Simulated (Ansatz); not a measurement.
```yaml
crystal:
  periodic: [false, false, false]
  atoms:
    - {symbol: In, position_ang: [0.008215, -4.652844, -1.599107]}
    - {symbol: P, position_ang: [-1.942582, -3.670448, -0.164784]}
    - {symbol: In, position_ang: [-2.424322, -3.833258, 2.452246]}
    - {symbol: P, position_ang: [-1.987827, -1.151434, -3.517682]}
    - {symbol: Xx, position_ang: [-2.131751, -1.235479, -0.841888]}
    - {symbol: P, position_ang: [-4.147361, 0.141584, -0.160961]}
    - {symbol: P, position_ang: [-2.173381, -1.264807, 2.997361]}
    - {symbol: In, position_ang: [-4.519046, -0.186206, 2.459184]}
    - {symbol: In, position_ang: [-4.044035, 2.324412, -1.593983]}
    - {symbol: P, position_ang: [1.952233, -3.663166, -0.160876]}
    - {symbol: In, position_ang: [2.421905, -3.821235, 2.459282]}
    - {symbol: P, position_ang: [1.988966, -1.146293, -3.519062]}
    - {symbol: In, position_ang: [-0.001291, -0.009079, -4.725681]}
    - {symbol: In, position_ang: [2.134980, -1.229297, -0.843524]}
    - {symbol: P, position_ang: [0.000045, -0.002046, -0.193183]}
    - {symbol: P, position_ang: [2.183568, -1.250388, 2.995942]}
    - {symbol: In, position_ang: [0.000461, -0.000023, 2.400767]}
    - {symbol: P, position_ang: [-0.004499, 2.284928, -3.521102]}
    - {symbol: In, position_ang: [-0.003586, 2.459552, -0.845915]}
    - {symbol: P, position_ang: [-2.205880, 3.515798, -0.169003]}
    - {symbol: P, position_ang: [-0.006909, 2.515843, 2.994616]}
    - {symbol: In, position_ang: [-2.105566, 4.016868, 2.447307]}
    - {symbol: P, position_ang: [4.149082, 0.153546, -0.169260]}
    - {symbol: In, position_ang: [4.532481, -0.183131, 2.447538]}
    - {symbol: In, position_ang: [4.033730, 2.339151, -1.597345]}
    - {symbol: P, position_ang: [2.195001, 3.520599, -0.165222]}
    - {symbol: In, position_ang: [2.099344, 4.008052, 2.454181]}
    - {symbol: H, position_ang: [0.011310, -6.400967, -1.568928]}
    - {symbol: H, position_ang: [0.008229, -3.742092, -3.120130]}
    - {symbol: H, position_ang: [-3.136184, -4.175563, -0.782903]}
    - {symbol: H, position_ang: [-4.143611, -4.153211, 2.504178]}
    - {symbol: H, position_ang: [-1.173062, -4.791543, 3.179748]}
    - {symbol: H, position_ang: [-2.085702, -2.456967, -4.094348]}
    - {symbol: H, position_ang: [-3.163177, -0.569496, -4.089443]}
    - {symbol: H, position_ang: [-5.181909, -0.644157, -0.772674]}
    - {symbol: H, position_ang: [-2.134090, -1.244824, 4.433482]}
    - {symbol: H, position_ang: [-5.666330, -1.505410, 2.520800]}
    - {symbol: H, position_ang: [-4.708414, 1.380485, 3.182065]}
    - {symbol: H, position_ang: [-3.272635, 1.877005, -3.125657]}
    - {symbol: H, position_ang: [-5.559289, 3.195518, -1.540269]}
    - {symbol: H, position_ang: [3.149306, -4.166672, -0.773537]}
    - {symbol: H, position_ang: [1.159347, -4.768389, 3.181877]}
    - {symbol: H, position_ang: [4.138001, -4.155737, 2.519678]}
    - {symbol: H, position_ang: [2.092744, -2.450489, -4.097700]}
    - {symbol: H, position_ang: [3.161818, -0.558005, -4.089520]}
    - {symbol: H, position_ang: [-0.002201, -0.009665, -6.466537]}
    - {symbol: H, position_ang: [2.147796, -1.226506, 4.432110]}
    - {symbol: H, position_ang: [-1.094522, 3.012983, -4.094396]}
    - {symbol: H, position_ang: [1.079009, 3.019443, -4.098393]}
    - {symbol: H, position_ang: [-2.045539, 4.801541, -0.787895]}
    - {symbol: H, position_ang: [-0.008365, 2.473466, 4.430799]}
    - {symbol: H, position_ang: [-3.561246, 3.412130, 3.174415]}
    - {symbol: H, position_ang: [-1.524027, 5.666170, 2.499042]}
    - {symbol: H, position_ang: [5.183128, -0.628121, -0.787109]}
    - {symbol: H, position_ang: [5.669413, -1.512032, 2.497304]}
    - {symbol: H, position_ang: [4.737872, 1.379180, 3.175551]}
    - {symbol: H, position_ang: [3.261163, 1.888270, -3.127421]}
    - {symbol: H, position_ang: [5.546535, 3.214433, -1.547682]}
    - {symbol: H, position_ang: [2.030505, 4.808381, -0.778654]}
    - {symbol: H, position_ang: [3.551831, 3.388563, 3.175299]}
    - {symbol: H, position_ang: [1.530321, 5.661099, 2.517018]}
basis:
  gaussian: {orbitals: def2-SVP, fitting: {mean_field: def2-universal-jkfit}}
magnetization: {spin_polarized: true, initial_magnetization: 1}
hamiltonian: {xc: {name: PBE0}, dispersion: d3bj}
output: {forces: true}
```

```sh
$ ansatz run in.yaml --threads 11 --pin off --events-out ev --progress --plain --max-ram 174080MiB --backend cuda --devices 0, --max-vram 75GiB
```

Shortened log:

```
Error: YAML parse error: error: line 8 column 16: `Xx` is not an element symbol (H … Og, case-exact)
 6 |     - {symbol: In, position_ang: [-2.424322, -3.833258, 2.452246]}
 7 |     - {symbol: P, position_ang: [-1.987827, -1.151434, -3.517682]}
 8 |     - {symbol: Xx, position_ang: [-2.131751, -1.235479, -0.841888]}
 9 |     - {symbol: P, position_ang: [-4.147361, 0.141584, -0.160961]}
10 |     - {symbol: P, position_ang: [-2.173381, -1.264807, 2.997361]}
```

In this input an element symbol is wrong. The program refused the input.
